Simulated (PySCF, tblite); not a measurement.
Isomers of C8H12BN. Calculated harmonic vibrations of the isolated species, GFN2-xTB (tblite), most abundant isotopes, no scaling. Against measured fundamentals such values can be off by several per cent, at times by over 20. Modes of hydrogen on boron can be 10 to 20 % off. One conformer each.

Electronic energies: PBE0-D3(BJ)/def2-SVP at its own geometries (PySCF, gas phase).

| SMILES | electronic energy, lowest = 0 (kcal/mol) |
| --- | --- |
| CN(C)Bc1ccccc1 | 0.0 |
| [BH3-][n+]1ccccc1C1CC1 | 38.2 |
| B1CCC[C@@H]1n1cccc1 | 34.3 |

Task: How do GFN2-xTB zero-point energies change the relative energies?

Result: 
```csv
SMILES,ZPE (kcal/mol),of it from modes above 1550 cm⁻¹,electronic (kcal/mol),"with ZPE, lowest = 0 (kcal/mol)",lowest mode (cm⁻¹),rings
CN(C)Bc1ccccc1,114.2,55.7,0.0,0.0,40,1
B1CCC[C@@H]1n1cccc1,115.0,51.6,34.3,35.1,43,2
[BH3-][n+]1ccccc1C1CC1,112.8,54.8,38.2,36.8,56,2
```

The zero-point energies span 2.2 kcal/mol, from `[BH3-][n+]1ccccc1C1CC1` to `B1CCC[C@@H]1n1cccc1`. The order is unchanged.

Task: And how do the electronic energies of GFN2-xTB itself compare?

Result: `CN(C)Bc1ccccc1` 0.0; `B1CCC[C@@H]1n1cccc1` 13.6; `[BH3-][n+]1ccccc1C1CC1` 16.7 kcal/mol, lowest = 0. Against the energies above, taken from the same isomer `CN(C)Bc1ccccc1`, the largest difference is 21.5 kcal/mol. The two levels were optimised apart and needn't hold the same conformer.
